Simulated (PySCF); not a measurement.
## Shapes and spin states of GeBr2

All numbers come from PBE0/[Ge def2-TZVP, Br def2-TZVP], no relativity, density fitting, PySCF.

Relaxations began from a few typed shapes and spin states; open shells are unrestricted. The search is not exhaustive: other isomers or separated fragments can lie lower, and high-lying points may rest on an excited occupation.

```
   spin  group               bonds           angles  imaginary modes (cm⁻¹)  ΔE (kJ/mol)  ΔE with ZPE (kJ/mol)
singlet    C2v  Ge–Br 2.342 Å (×2)  Br–Ge–Br 101.0°                    none          0.0                   0.0
triplet    C2v  Ge–Br 2.311 Å (×2)  Br–Ge–Br 120.6°                    none        220.7                 220.6
triplet    D∞h  Ge–Br 2.393 Å (×2)  Br–Ge–Br 180.0°                     94i        267.6                     –
```

The lowest minimum found is the singlet C2v: Ge–Br 2.342 Å (×2); Br–Ge–Br 101.0°.

Counting electrons, germanium keeps 2 of its valence electrons outside its bonds, so the VSEPR class is AX2E1 and the expected shape is bent (C2v), as computed.

The electron or spin density has lower symmetry than the nuclear frame for the triplet D∞h at 267.6 kJ/mol.
